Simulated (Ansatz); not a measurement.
Mulliken charges of `[BH2][GeH]1[O]C[O]1` from ωB97M-V/def2-TZVPP in Ansatz (PBE0-D4/def2-TZVP geometry).

```csv
atom,x (Å),y (Å),z (Å),charge (e)
B1,-1.559,0.752,1.287,-0.170
Ge2,0.328,0.278,0.614,0.554
O3,0.537,-1.361,-0.121,-0.470
C4,0.832,-0.749,-1.370,0.147
O5,0.685,0.642,-1.121,-0.470
H6,-2.040,1.810,1.022,0.110
H7,-2.173,-0.030,1.944,0.110
H8,1.486,0.669,1.567,0.001
H9,1.861,-0.979,-1.679,0.096
H10,0.126,-1.083,-2.141,0.092
```

Task: By hand: the dipole of these point charges (1 e Å = 4.8032 D).

Result: Σ q r = (-0.277, 0.257, 0.473) e Å, of length 0.605 e Å = 2.91 D.

Task: How does the dipole of the full density compare? (An estimate is asked.)

Result: Computed: (-0.223, 0.201, 0.369) e Å, 2.28 D; the point charges give 1.28 times that, at 1° from its direction.

Point charges leave out the atoms' own dipoles, such as those of lone pairs, and Mulliken's split depends on the basis, so the two needn't agree.
